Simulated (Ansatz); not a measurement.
Basis-set extrapolation for `[CH]=C[SiH](O)O` radical (PBE0-D4/def2-TZVP geometry, frozen core, the Gaussian-basis code of Ansatz). Multiplicity 2, UHF reference.

|  | def2-TZVPP | def2-QZVPP |
| --- | --- | --- |
| HF | -517.450022 | -517.470258 |
| MP2 correlation | -0.875402 | -0.943803 |
| CCSD(T) correlation | -0.952694 | not run |

Energies in hartree. Use E(X) = E(∞) + A·exp(−7.88·√X) for Hartree–Fock and E(X) = E(∞) + B·X^(−2.97) for correlation, with X = 3 and 4, and add CCSD(T) minus MP2 of the smaller set to the MP2 limit.

Task: What is the CCSD(T) energy at the basis-set limit?

Result: HF limit: -517.470258 + (-0.020236) × 0.13774 = -517.47305. MP2 limit: -0.943803 + (-0.068401) × 0.74074 = -0.99447. Higher-order term: -0.952694 − (-0.875402) = -0.07729. Total: -518.54481 hartree, 373.1 kJ/mol below CCSD(T)/def2-TZVPP.

The UHF reference is spin-contaminated (⟨S²⟩ = 0.92, T1 = 0.027).
